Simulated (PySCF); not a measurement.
A structure optimised at B3LYP-D3(BJ)/def2-SVP, used in a PySCF frequency run:

```
P
O 1 1.6525
H 2 0.9677 1 110.42
O 1 1.6525 2 97.76 3 165.46
H 4 0.9677 1 110.42 2 -95.56
O 1 1.6525 2 97.76 3 -95.56
H 6 0.9677 1 110.42 2 165.46
```
Charge 0, spin multiplicity 1.

Write its SMILES, formula and point group.

OP(O)O, H₃O₃P, C3

What are its rotational constants (standard atomic weights)?

7.2996, 7.2996, 4.4604 GHz
